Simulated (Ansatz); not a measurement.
One change: `[F][K]` becomes `[Li][F]`.

Ansatz, PBE0-D4/def2-TZVP geometries, multiplicity 1. 

Scalar relativity is left out up to krypton.

```
                                                                                  property  `[F][K]`
                                                   HOMO–LUMO gap (ωB97M-V/def2-TZVPP) / eV      8.28
                                                     HOMO energy (ωB97M-V/def2-TZVPP) / eV     -8.85
                                            zero-point energy (PBE0-D4/def2-TZVP) / kJ/mol       2.6
ideal-gas entropy at 298 K and 1 bar (rigid rotor, harmonic PBE0-D4/def2-TZVP) / J/(mol·K)       227
                                                      HOMO–LUMO gap (PBE0/def2-TZVPP) / eV      5.23
                                                       HOMO–LUMO gap (PBE/def2-TZVPP) / eV      2.99
```

Q: Give the same properties after the change, and the shifts. (Best estimate.)

A: The calculation gave: 
```json
{"property": "HOMO–LUMO gap (ωB97M-V/def2-TZVPP) / eV", "`[Li][F]`": "9.86", "shift": "1.58"}
{"property": "HOMO energy (ωB97M-V/def2-TZVPP) / eV", "`[Li][F]`": "-10.44", "shift": "-1.59"}
{"property": "zero-point energy (PBE0-D4/def2-TZVP) / kJ/mol", "`[Li][F]`": "5.6", "shift": "3.0"}
{"property": "ideal-gas entropy at 298 K and 1 bar (rigid rotor, harmonic PBE0-D4/def2-TZVP) / J/(mol·K)", "`[Li][F]`": "200", "shift": "-27"}
{"property": "HOMO–LUMO gap (PBE0/def2-TZVPP) / eV", "`[Li][F]`": "6.83", "shift": "1.60"}
{"property": "HOMO–LUMO gap (PBE/def2-TZVPP) / eV", "`[Li][F]`": "4.49", "shift": "1.50"}
```
